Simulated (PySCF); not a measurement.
B(F)(Me)(SeH) (CH4BFSe), SMILES CB(F)[SeH].

Geometry: PBE-D3(BJ)/def2-SVP. The structure was generated by enumeration, and PubChem lists no compound with its InChIKey, so it may never have been made. Other conformers were not sampled.

Two levels are set side by side: PBE/def2-TZVP (PySCF) and PBE0/def2-TZVP (PySCF). Same geometry, gas phase. Differences are taken from unrounded values.

| quantity | PBE0 |
|---|---|
| orbital gap (eV) | 7.10 |
| highest occupied level (eV) | -7.51 |
| lowest empty level (eV) | -0.42 |
| dipole moment (D) | 1.87 |
| mean polarisability (bohr³) | 53.1 |

### Question
What does PBE give, and how far is it from PBE0? (An estimate is asked for; the answer gives what the named calculation found.)

### Answer

```csv
quantity,PBE,PBE minus PBE0
orbital gap (eV),5.01,-2.08
highest occupied level (eV),-6.38,1.13
lowest empty level (eV),-1.37,-0.95
dipole moment (D),1.72,-0.15
mean polarisability (bohr³),55.1,2.0
```

PBE's occupied levels lie high since its potential decays too fast outside the molecule; exact exchange lowers them and widens the gap. Loosely held outer electrons make PBE densities more polarisable. Differences between two approximate levels are no errors against the true value.

Rough cost on one machine, each run with all the roots and properties that it gave: PBE0 against PBE within a factor of 2.
